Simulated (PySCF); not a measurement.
Fill in the blanks.

4,4,4-trifluorobutan-2-one, C₄H₅F₃O.
Structure used (PBE0-D3(BJ)/def2-SVP), in Å, numbered top down from 1:
```xyz
13
C4H5F3O angstrom
C      1.462    0.402    0.741
C      0.824   -0.776    0.058
O      1.286   -1.887    0.119
C     -0.429   -0.540   -0.782
C     -1.479    0.361   -0.186
F     -1.804   -0.018    1.055
F     -2.594    0.344   -0.919
F     -1.070    1.635   -0.117
H      0.809    0.762    1.551
H      1.595    1.244    0.045
H      2.427    0.092    1.161
H     -0.881   -1.520   -0.983
H     -0.129   -0.101   -1.747
```

```json
{"property": "point group", "level": "PBE0-D3(BJ)/def2-SVP", "value": "C1"}
{"property": "rotational constants A, B, C", "level": "PBE0-D3(BJ)/def2-SVP", "value": "3.609, 1.393, 1.246 GHz"}
{"property": "dipole moment", "level": "PBE0/def2-SVPD", "value": "1.85 D"}
{"property": "HOMO energy", "level": "PBE0/def2-SVPD", "value": "-7.92 eV"}
{"property": "LUMO energy", "level": "PBE0/def2-SVPD", "value": "-1.10 eV"}
{"property": "lowest singlet excitation", "level": "TDDFT PBE0/def2-SVPD", "value": "?"}
{"property": "strongest line among the 10 lowest singlet transitions", "level": "TDDFT PBE0/def2-SVPD", "value": "S9 at 8.85 eV (140 nm, f = 0.141)"}
{"property": "lowest triplet excitation (Tamm–Dancoff)", "level": "TDA PBE0/def2-SVPD", "value": "3.82 eV"}
{"property": "static isotropic polarisability", "level": "PBE0/def2-SVPD", "value": "?"}
{"property": "vertical ionisation energy", "level": "ΔSCF PBE0/def2-SVPD", "value": "10.17 eV"}
{"property": "electronic spatial extent ⟨r²⟩ about the centre of nuclear charge", "level": "PBE0/def2-SVPD", "value": "948 bohr²"}
{"property": "13C chemical shifts (computed TMS as zero) by class", "level": "GIAO CAM-B3LYP/pcSseg-2", "value": "213.7 (C2), 136.6 (C5), 54.0 (C4), 31.8 (C1) ppm"}
{"property": "1H chemical shifts (computed TMS as zero) by class", "level": "GIAO CAM-B3LYP/pcSseg-2", "value": "?"}
{"property": "isotropic shieldings of nuclei other than C and H, by class", "level": "GIAO CAM-B3LYP/pcSseg-2", "value": "-368 (O3), 251 (F6/F7/F8) ppm"}
{"property": "largest of the computed one-bond spin–spin couplings (means over like bonds)", "level": "B3LYP/pcJ-1, spin–dipole term left out for some pairs", "value": "?"}
```

Electronic properties: PySCF, gas phase, density fitting. One conformer (not necessarily the lowest) at the PBE0-D3(BJ)/def2-SVP geometry, without solvent or vibrations. NMR classes are plain means over equivalent atoms (diastereotopic ones count apart unless rotation or inversion swaps them), as if these changed places fast; in this geometry the members of some classes differ.

Task: What are the largest of the computed one-bond spin–spin couplings (means over like bonds)?

Result: 19F–13C -342.2 (F6–C5 and 2 like it), 13C–1H +136.9 (C4–H12 and 1 like it), 13C–1H +136.1 (C1–H9 and 2 like it), 13C–13C +62.8 (C4–C5), 13C–13C +44.8 (C1–C2), 13C–13C +40.2 (C2–C4), 17O–13C +33.5 (O3–C2) Hz.

Task: Give the static isotropic polarisability.

Result: 54.0 au.

Task: The 1H chemical shifts (computed TMS as zero) by class?

Result: 2.93 (H12/H13), 2.31 (H9/H10/H11) ppm.

Task: Give the lowest singlet excitation.

Result: 4.45 eV (279 nm, f = 0.000).

 The largest Löwdin shares of the LUMO are 0.39 on C2, 0.34 on O3, 0.07 on C1 and 0.07 on C4. The largest Löwdin shares of the HOMO are 0.63 on O3, 0.11 on C2, 0.10 on C1 and 0.10 on C4. The polarisability is 8.00 Å³ as a volume (1 au = 0.148185 Å³), or 0.84 au for each of the 64 electrons. In wavenumbers S1 is 35900 cm⁻¹ (1 eV = 8065.54 cm⁻¹).
